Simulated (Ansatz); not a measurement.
Input (CCSDT(Q)/cc-pVDZ; Ansatz, a first-principles code):

Ansatz 0.2 input:
```yaml
crystal:
  periodic: [false, false, false]
  atoms:
    - {symbol: B, position_ang: [-0.23374096, -0.44076090, 0.14849538]}
    - {symbol: H, position_ang: [-0.91251207, -1.39856093, 0.38193088]}
    - {symbol: F, position_ang: [0.95400076, -0.40825977, 0.74907386]}
    - {symbol: C, position_ang: [-0.67493416, 0.71623423, -0.79236240]}
    - {symbol: H, position_ang: [-1.61412388, 1.15024005, -0.43167994]}
    - {symbol: H, position_ang: [-0.90619877, 0.31830447, -1.78669575]}
    - {symbol: H, position_ang: [0.06513764, 1.51075345, -0.89352239]}
basis:
  gaussian:
    orbitals: cc-pVDZ
magnetization: {spin_polarized: false}
correlation: {method: ccsdt_q, electrons: outside_noble_gas}
```

Output:

```
Functional definition: HF
integrals: 0.04 GiB planned
1155 factors; integrals over basis functions are off by at most 2.0e-7 eV
mean field: 0.16 GiB planned
mean field evaluation 1: about -4471.2349 eV, gradient 2.8e1 eV
mean field evaluation 2: about -4471.2364 eV, gradient 2.8e1 eV
mean field evaluation 4: about -4473.1111 eV, gradient 2.8e0 eV
mean field evaluation 8: about -4473.1367 eV, gradient 1.1e-4 eV
mean field evaluation 16: about -4473.1352 eV, gradient 1.5e-1 eV
mean field -4473.13670157 eV, -164.3847417819 hartree, gradient 3.0e-6 eV, S^2 0.000000; 0 other end points of the search recorded, 0 dependent functions left out
3 core orbitals not correlated
reference -4473.13670157 eV, -164.3847417819 hartree; 9, 9 occupied and 50, 50 virtual orbitals, 1155 factors
second order -11.33915497 eV of doubles, -0.00000000 eV of singles
coupled cluster: 1.14 GiB planned
cycle   1  -11.81852467 eV  change   -4.8e-1 eV  update   8.8e-2
cycle   2  -12.23708314 eV  change   -4.2e-1 eV  update   4.0e-2
cycle   3  -12.47511877 eV  change   -2.4e-1 eV  update   2.0e-2
cycle   4  -12.46352776 eV  change    1.2e-2 eV  update   5.5e-3
cycle   5  -12.45425606 eV  change    9.3e-3 eV  update   3.0e-3
cycle   6  -12.45664023 eV  change   -2.4e-3 eV  update   9.1e-4
cycle   7  -12.45705618 eV  change   -4.2e-4 eV  update   3.3e-4
cycle   8  -12.45684472 eV  change    2.1e-4 eV  update   1.5e-4
cycle   9  -12.45678592 eV  change    5.9e-5 eV  update   4.7e-5
cycle  10  -12.45685320 eV  change   -6.7e-5 eV  update   2.0e-5
cycle  11  -12.45681417 eV  change    3.9e-5 eV  update   8.7e-6
cycle  12  -12.45681888 eV  change   -4.7e-6 eV  update   3.7e-6
cycle  13  -12.45681883 eV  change    5.9e-8 eV  update   1.2e-6
perturbative correction -0.01874069 eV, -0.0006887075 hartree
Total energy: -4485.61226109 eV, -164.8432101377 hartree
```
